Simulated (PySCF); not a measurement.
# Spinor energies of Tl⁶⁶⁺ (thallium, charge +66)

Start: [Ne] 3s2 3p3; 3p1/2 filled at m_j = -1/2, +1/2; 3p3/2 filled at m_j = +3/2. Calculated with PySCF 2.14 in an even-tempered Gaussian basis (17 s from 23 bohr⁻², ratio 2.4; 14 p from 29 bohr⁻², ratio 2.4; 4 d from 100 bohr⁻², ratio 2.6; 4 f from 150 bohr⁻², ratio 2.6): generalised Hartree-Fock with the X2C-1e Hamiltonian and a Gaussian nucleus; one run each with spin-orbit coupling (SO) switched off, then screened by Boettger's factors.

```tsv
spinor shell	electrons	ε, spin-free (eV)	ε, screened SO (eV)	weight of nominal j (screened SO)	rms radius, screened SO (bohr)
1s1/2	2	-91649.2	-91599.4	1.000	0.0184
2s1/2	2	-20852.9	-20833.1	1.000	0.0733
2p1/2	2	-18727.0	-20252.9	1.000	0.0619
3s1/2	2	-8340.9	-8333.4	1.000	0.177
3p1/2	2	-7749.7	-8126.0	1.000	0.167
3p3/2	1	-7749.7	-7571.0	1.000	0.180
```

(1) Where does 2p3/2 lie, and what is the 2p spin-orbit splitting (screened SO)?

```csv
quantity,spin-free,screened SO
E (hartree),-15039.86088,-15089.87814
M_J,3/2,3/2
⟨J²⟩,3.750,3.750
⟨L²⟩,0.000,2.636
⟨S²⟩,3.750,1.494
```

Each row is a mean over spinors that exchange with the open shell spreads, by up to 33.161 eV (3s1/2).

Breit and QED terms are absent; they matter most for the inner s and p1/2 levels.

Densities and radii are taken from the X2C orbitals without a picture-change correction, which distorts them close to the nucleus.

Without spin-orbit coupling the j labels of p, d and f shells carry no meaning; the spin-free column gives the mean over the occupied spinors of each nl shell.

Answers

(1) At -18122.1 eV, 2130.8 eV above 2p1/2.
